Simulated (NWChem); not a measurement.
System: CH$_{4}$BeO; SMILES [OH][Be][CH3]

Input file for NWChem:

```
start job
memory heap 200 mb stack 900 mb global 1100 mb
geometry units angstroms
  Be    -0.003614     0.136743     0.014286
  C     -0.001041    -1.538907     0.002271
  H      0.080280    -1.963356     1.018051
  H      0.843916    -1.945409    -0.580371
  H     -0.922953    -1.952052    -0.442530
  O     -0.011419     1.538535     0.055150
  H      0.068253     2.408990    -0.316024
end
basis spherical
  * library def2-svp
end
dft
  xc slater vwn_5
  iterations 150
end
driver
  maxiter 120
end
task dft optimize
task dft freq
```

NWChem printed, in part:

```
             Northwest Computational Chemistry Package (NWChem) 7.3.0
             --------------------------------------------------------

 C1  symmetry detected

                             Geometry "geometry" -> ""
                             -------------------------

 Output coordinates in angstroms (scale by  1.889725989 to convert to a.u.)

  No.       Tag          Charge          X              Y              Z
 ---- ---------------- ---------- -------------- -------------- --------------
    1 Be                   4.0000     0.00504045    -0.12904950    -0.00050668
    2 C                    6.0000     0.00296856     1.54664421    -0.00006432
    3 H                    1.0000     0.98194333     1.96505713     0.29168575
    4 H                    1.0000    -0.74077905     1.95750501     0.70470572
    5 H                    1.0000    -0.23699156     1.96151795    -0.99442712
    6 O                    8.0000     0.03808688    -1.53106920     0.00002954
    7 H                    1.0000    -0.34684087    -2.39919377     0.00021193

 Effective nuclear repulsion energy (a.u.)      50.1835508749

                                Z-matrix (autoz)
                                --------

 Units are Angstrom for bonds and degrees for angles

      Type          Name      I     J     K     L     M      Value
      ----------- --------  ----- ----- ----- ----- ----- ----------
    1 Stretch                  1     2                       1.67570
    2 Stretch                  1     6                       1.40241
    3 Stretch                  2     3                       1.10389
    4 Stretch                  2     4                       1.10393
    5 Stretch                  2     5                       1.10384
    6 Stretch                  6     7                       0.94964
    7 Bend                     1     2     3               112.21029
    8 Bend                     1     2     4               111.91189
    9 Bend                     1     2     5               112.07854
   10 Bend                     1     6     7               154.73718
   11 Bend                     2     6     7               155.43368
   12 Bend                     3     2     4               106.71962
   13 Bend                     3     2     5               106.76273
   14 Bend                     4     2     5               106.78372
   15 Bend                     6     2     3               111.64673
   16 Bend                     6     2     4               112.32269
   17 Bend                     6     2     5               112.23027
   18 Torsion                  3     2     6     7         163.45692
   19 Torsion                  2     3     1     6         179.28054
   20 Torsion                  4     2     6     7          43.61928
   21 Torsion                  2     4     1     6         177.87266
   22 Torsion                  5     2     6     7         -76.71411
   23 Torsion                  2     5     1     6        -177.15735
   24 Torsion                  2     1     7     6        -179.76317

                           NWChem Geometry Optimization
                           ----------------------------

 maximum gradient threshold         (gmax) =   0.000450
 rms gradient threshold             (grms) =   0.000300
 maximum cartesian step threshold   (xmax) =   0.001800
 rms cartesian step threshold       (xrms) =   0.001200
 fixed trust radius                (trust) =   0.300000
 source of zmatrix                         =   autoz

          -------------------
          Energy Minimization
          -------------------

 Using diagonal initial Hessian
 Scaling for Hessian diagonals: bonds = 1.00  angles = 0.25  torsions = 0.10

          --------
          Step   0

                                 NWChem DFT Module
                                 -----------------

[...]

      ----------------------
      Optimization converged
      ----------------------

  Step       Energy      Delta E   Gmax     Grms     Xrms     Xmax
  ---- ---------------- -------- -------- -------- -------- --------
@   14    -129.30221969 -1.7D-07  0.00003  0.00001  0.00032  0.00070
                                     ok       ok       ok       ok

                                Z-matrix (autoz)
                                --------

 Units are Angstrom for bonds and degrees for angles

      Type          Name      I     J     K     L     M      Value     Gradient
      ----------- --------  ----- ----- ----- ----- ----- ---------- ----------
    1 Stretch                  1     2                       1.66535    0.00000
    2 Stretch                  1     6                       1.38887    0.00003
    3 Stretch                  2     3                       1.11268   -0.00001
    4 Stretch                  2     4                       1.11276    0.00003
    5 Stretch                  2     5                       1.11269   -0.00002
    6 Stretch                  6     7                       0.95796   -0.00000
    7 Bend                     1     2     3               112.12878   -0.00001
    8 Bend                     1     2     4               112.15306    0.00001
    9 Bend                     1     2     5               112.11361   -0.00000
   10 Bend                     1     6     7               179.97022   -0.00000
   11 Bend                     2     6     7               179.98451   -0.00000
   12 Bend                     3     2     4               106.69253    0.00001
   13 Bend                     3     2     5               106.69474    0.00001
   14 Bend                     4     2     5               106.66633   -0.00001
   15 Bend                     6     2     3               112.13996   -0.00001
   16 Bend                     6     2     4               112.15223    0.00001
   17 Bend                     6     2     5               112.10325   -0.00000
   18 Torsion                  3     2     6     7           2.42692    0.00000
   19 Torsion                  2     3     1     6         179.97266   -0.00000
   20 Torsion                  4     2     6     7        -117.60352   -0.00001
   21 Torsion                  2     4     1     6        -179.93828    0.00000
   22 Torsion                  5     2     6     7         122.42569    0.00001
   23 Torsion                  2     5     1     6         179.96564   -0.00000
   24 Torsion                  2     1     7     6         -21.43580    0.00000

                         Geometry "geometry" -> "geometry"
                         ---------------------------------

 Output coordinates in angstroms (scale by  1.889725989 to convert to a.u.)

[...]

 Rotational Constants
 --------------------
 A=   5.248157 cm-1  (  7.550759 K)
 B=   0.199836 cm-1  (  0.287513 K)
 C=   0.199834 cm-1  (  0.287511 K)

 Temperature                      =   298.15K
 frequency scaling parameter      =   1.0000

 Zero-Point correction to Energy  =   30.240 kcal/mol  (  0.048191 au)
 Thermal correction to Energy     =   33.779 kcal/mol  (  0.053830 au)
 Thermal correction to Enthalpy   =   34.371 kcal/mol  (  0.054774 au)

 Total Entropy                    =   69.669 cal/mol-K
   - Translational                =   37.047 cal/mol-K (mol. weight =  41.0384)
   - Rotational                   =   21.560 cal/mol-K (symmetry #  =        1)
   - Vibrational                  =   11.062 cal/mol-K

 Cv (constant volume heat capacity) =   16.640 cal/mol-K
   - Translational                  =    2.979 cal/mol-K
   - Rotational                     =    2.979 cal/mol-K
   - Vibrational                    =   10.681 cal/mol-K

[normal modes left out]

 ----------------------------------------------------------------------------
 Normal Eigenvalue ||           Projected Infra Red Intensities
  Mode   [cm**-1]  || [atomic units] [(debye/angs)**2] [(KM/mol)] [arbitrary]
 ------ ---------- || -------------- ----------------- ---------- -----------
    1       -0.000 ||    0.000125           0.003         0.122       0.023
    2       -0.000 ||    0.000700           0.016         0.683       0.127
    3        0.000 ||    0.000475           0.011         0.463       0.086
    4        0.000 ||    0.000312           0.007         0.304       0.056
    5        0.000 ||    0.000000           0.000         0.000       0.000
    6        0.000 ||    0.000614           0.014         0.598       0.111
    7      107.523 ||    0.168422           3.886       164.186      30.503
    8      107.627 ||    0.168430           3.886       164.194      30.504
    9      266.464 ||    0.010042           0.232         9.790       1.819
   10      266.541 ||    0.010034           0.231         9.781       1.817
   11      632.270 ||    0.000067           0.002         0.065       0.012
   12      665.911 ||    0.094119           2.171        91.752      17.046
   13      666.022 ||    0.094092           2.171        91.725      17.041
   14     1141.340 ||    0.019428           0.448        18.940       3.519
   15     1348.987 ||    0.001097           0.025         1.069       0.199
   16     1349.109 ||    0.001099           0.025         1.072       0.199
   17     1497.217 ||    0.251243           5.796       244.925      45.503
   18     2961.367 ||    0.000017           0.000         0.017       0.003
   19     3059.981 ||    0.002922           0.067         2.849       0.529
   20     3060.460 ||    0.002917           0.067         2.844       0.528
   21     4032.538 ||    0.333363           7.691       324.978      60.375
 ----------------------------------------------------------------------------
```

Level: LDA (Slater exchange, VWN5)/def2-SVP. The printed entropy takes a lower symmetry number than the molecule has.
